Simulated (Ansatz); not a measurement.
Reactions of `O[SiH](F)C[SiH](O)F`.

Calculated with Ansatz (gas phase, PBE0-D4/def2-TZVP geometries, no zero-point term in ΔE). CCSD(T)/CBS is the MP2 limit (def2-TZVPP, def2-QZVPP) plus CCSD(T) − MP2 in def2-TZVPP, frozen cores. This one scheme is used for every species. Functionals use def2-TZVPP. B3LYP here is the variant with VWN-RPA as its local correlation; programs differ in this. For Ge, Se outer-core shells are correlated without core-valence functions, which leaves a few kJ/mol of doubt a bond. Scalar relativity is left out up to krypton. One conformer a species, not always the lowest.

```tsv
reaction	MP2/CBS(def2) (kcal/mol)	ωB97M-V (kcal/mol)	B3LYP-D4 (kcal/mol)	PBE0-D4 (kcal/mol)
`O[Si@H](F)C[Si@H](O)F` + `O[SiH2]F` → `O[SiH](F)O[SiH2]F` + `C[SiH](O)F`	-25.7	-24.7	-26.1	-23.5
`O[Si@H](F)C[Si@H](O)F` + H–F → `O[SiH](F)F` + `C[SiH](O)F`	-31.1	-31.5	-32.0	-29.4
`O[Si@H](F)C[Si@H](O)F` + CH₃SH → `CS[SiH](O)F` + `C[SiH](O)F`	-9.8	-8.3	-9.0	-9.2
`O[Si@H](F)C[Si@H](O)F` + `C=CF` → `C=C(F)[SiH](O)F` + `C[SiH](O)F`	8.0	7.9	7.1	8.0
`O[Si@H](F)C[Si@H](O)F` + `N=[C]1[CH2][GeH]1[OH]` → `O[SiH](O)C[SiH](O)F` + `N=[C]1[CH2][GeH]1[F]`	3.3	1.6	1.5	1.6
`O[Si@H](F)C[Si@H](O)F` + H₂S → `O[SiH](F)S` + `C[SiH](O)F`	-9.4	-8.2	-8.6	-9.0
`O[Si@H](F)C[Si@H](O)F` + `N[SiH3]` → `N[SiH2][SiH](O)F` + `C[SiH](O)F`	12.7	12.2	10.1	9.0
`O[Si@H](F)C[Si@H](O)F` + `C[SeH]` → `C[Se][SiH](O)F` + `C[SiH](O)F`	-10.4	-8.1	-9.0	-9.3
`O[Si@H](F)C[Si@H](O)F` + `CN[SiH2]O` → `CN([SiH2]O)[SiH](O)F` + `C[SiH](O)F`	-12.6	-11.7	-12.3	-10.9
```

(1) Give the CCSD(T)/CBS values in the same order. (Best estimate.)

Largest T1 diagnostic: 0.014, for `N=[C]1[CH2][GeH]1[F]`.

## Answers

(1) Ansatz gave: -25.8, -31.3, -8.9, 7.7, 3.1, -8.6, 11.3, -9.2, -12.4 kcal/mol.
